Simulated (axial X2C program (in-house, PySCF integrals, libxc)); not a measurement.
What spin–orbit coupling does to MoBr⁻

All values were computed with an axial X2C code built on PySCF integrals. Spin-free means the one-electron spin-free X2C Hamiltonian; two-component (2c) means X2C with spin–orbit coupling and atomic mean-field two-electron Coulomb and Gaunt terms, so the difference of the two also holds small scalar two-electron terms. Basis: Mo dyall-acv3z [12s13p10d5f3g], Br dyall-acv3z [9s10p7d5f1g] (cores contracted in-house); Gaussian nuclei, density fitting, unrestricted open shells. Masses: Mo 97.905 u, Br 78.918 u.

Spin-free state: M_S = 3, Λ = 0 (beyond evenly filled blocks: 2 × σα, π+α, π-α, δ+α, δ-α); fragments Mo + Br-.

| level | Re (Å) | ωe (cm⁻¹) | De (eV) | μ (D) |
| --- | --- | --- | --- | --- |
| PBE0 | 2.664 | 162.5 | 1.165 | 1.87 |
| HF | 2.820 | 136.5 | 0.881 | 1.08 |
| MP2 | 2.681 | 164.6 | 1.230 | n/a |
| CCSD | 2.706 | 159.5 | 1.216 | n/a |
| CCSD(T) | 2.697 | 161.8 | 1.227 | n/a |
| r2SCAN0 | 2.685 | 159.5 | 1.156 | 1.42 |

Correlated methods: 14 electrons correlated (number of frozen shells: Mo 4 s, 3 p, 1 d; Br 3 s, 2 p, 1 d), 356 virtual spin orbitals or spinors in MP2, 90 natural virtuals in coupled cluster.

Dipoles are positive if Br is the positive end and refer to the centre of mass.

Two-component determinant lowest at the distance of the search:

Ω = 3 (⟨Sz⟩ = 3.00, ⟨Lz⟩ = 0.00 at HF); fragments Mo + Br-.

```json
{"level": "PBE0", "Re (Å)": "2.665", "ωe (cm⁻¹)": "162.2", "De (eV)": "1.163", "μ (D)": "1.87"}
{"level": "HF", "Re (Å)": "2.822", "ωe (cm⁻¹)": "136.2", "De (eV)": "0.879", "μ (D)": "1.07"}
{"level": "MP2", "Re (Å)": "2.682", "ωe (cm⁻¹)": "164.3", "De (eV)": "1.228", "μ (D)": "n/a"}
{"level": "CCSD", "Re (Å)": "2.707", "ωe (cm⁻¹)": "159.2", "De (eV)": "1.214", "μ (D)": "n/a"}
{"level": "CCSD(T)", "Re (Å)": "2.698", "ωe (cm⁻¹)": "161.5", "De (eV)": "1.225", "μ (D)": "n/a"}
{"level": "r2SCAN0", "Re (Å)": "2.686", "ωe (cm⁻¹)": "159.2", "De (eV)": "1.154", "μ (D)": "1.42"}
```

(1) From the two tables, how do the constants change at the CCSD(T) level (2c against spin-free)?

Occupations by symmetry block were frozen at the best pattern of an incomplete PBE0 search. De is counted from the lowest determinant-based energies of the atoms at the same level, without counterpoise correction. Density functionals use the spin component along the axis (collinear). Coupled cluster ran in a truncated set of natural virtual spinors; the MP2 energy of the rest was added. (T) has no such correction and the atoms are truncated less, which lowers De at CCSD(T) by a hundredth of an eV or more. Other states lie close and PBE0, whose exact exchange favours high spin, may order them wrongly; the determinant shown need not be the ground state. The nearest other spin-free determinant of the search, M_S = 2, Λ = 0, lies 0.53 eV up at the distance of the search. With several unpaired electrons one determinant need not be a pure state. Open-shell Ω = 0 determinants with evenly filled partner blocks cannot be reached by this program, so the Ω shown need not be the lowest component. The highest occupied level of some functionals is positive through self-interaction error; at Hartree–Fock it is bound. With the outer-core shells frozen, correlated bond lengths of heavy atoms tend to come out a few hundredths of an ångström too long. Hartree–Fock gets electron affinities wrong, so its lowest charge split need not be the true one.

Answers

(1) At the CCSD(T) level Re goes up by 0.001 Å and ωe falls by 0.3 cm⁻¹; De changes by -0.002 eV.
